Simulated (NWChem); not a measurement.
C2H4FNSi; SMILES C#C[Si@@H](N)F

```xyz
9

C      0.0151     2.5640    -0.1269
C      0.0383     1.3605     0.0488
Si     0.0840    -0.4456     0.3393
N     -1.4250    -1.0955    -0.1067
F      1.3351    -1.0133    -0.5360
H     -0.0054     3.6286    -0.2822
H      0.3840    -0.7959     1.7470
H     -1.9161    -0.7724    -0.9319
H     -1.7033    -2.0315     0.1624
```
Atoms are numbered in this order, from 1.

All runs: NWChem. The geometry was optimised at PBE0/def2-SVP. Atomic charges in e: unrestrained fits to the electrostatic potential beside Mulliken populations; buried atoms are poorly determined by the fit.

Question: Predict the results for B3LYP/def2-SVP. Quantities: ESP C1; Mulliken C1; ESP C2; Mulliken C2; ESP Si3; Mulliken Si3; ESP N4; Mulliken N4; ESP F5; Mulliken F5; relative RMS misfit of the potential (%).

Answer: 
```
Quantity                                  Result
----------------------------------------  ------
ESP C1                                     -0.21
Mulliken C1                                -0.21
ESP C2                                     -0.30
Mulliken C2                                 0.01
ESP Si3                                     1.10
Mulliken Si3                                0.74
ESP N4                                     -0.99
Mulliken N4                                -0.35
ESP F5                                     -0.39
Mulliken F5                                -0.34
relative RMS misfit of the potential (%)      26
```
